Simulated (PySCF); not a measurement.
CCl₃F, SMILES FC(Cl)(Cl)Cl.

The structure is a stationary point at B3LYP-D3(BJ)/def2-SVP.

Calculation: PySCF 2.14.0 with TDDFT-CAM-B3LYP/def2-SVPD.

Vertical excitations; the highest root listed may be one member of a degenerate set. Isolated molecule, no solvent. State labels are in the subgroup Cs.

```
state  symmetry  energy (eV)  λ (nm)      f                                                main pairs
-----  --------  -----------  ------  -----  --------------------------------------------------------
S1           A"         6.32     196  0.000                                            HOMO→LUMO 91 %
S2           A"         6.72     184  0.012                              HOMO−1→LUMO (degenerate set)
S3           A'         6.72     184  0.012                              HOMO−2→LUMO (degenerate set)
S4           A'         7.29     170  0.011                 HOMO−4→LUMO, HOMO→LUMO+2 (degenerate set)
S5           A"         7.29     170  0.011                 HOMO−3→LUMO, HOMO→LUMO+1 (degenerate set)
S6           A'         7.48     166  0.000  HOMO−5→LUMO 50 %, HOMO−1→LUMO+2 21 %, HOMO−2→LUMO+1 21 %
S7           A'         8.08     154  0.000                 HOMO→LUMO+2, HOMO−4→LUMO (degenerate set)
S8           A"         8.08     154  0.000                 HOMO→LUMO+1, HOMO−3→LUMO (degenerate set)
S9           A"         8.32     149  0.000                    HOMO−1→LUMO+1 43 %, HOMO−2→LUMO+2 43 %
S10          A"         8.36     148  0.010  HOMO−2→LUMO+2 37 %, HOMO−1→LUMO+1 37 %, HOMO−3→LUMO 15 %
T1           A"         5.67     219      0                                            HOMO→LUMO 83 %
T2           A'         5.98     207      0                              HOMO−2→LUMO (degenerate set)
T3           A"         5.98     207      0                              HOMO−1→LUMO (degenerate set)
T4           A'         6.45     192      0                        HOMO−4→LUMO 51 %, HOMO→LUMO+2 25 %
```
Triplets are in the Tamm–Dancoff approximation, which puts them higher than full response would, so one can lie above its singlet here.
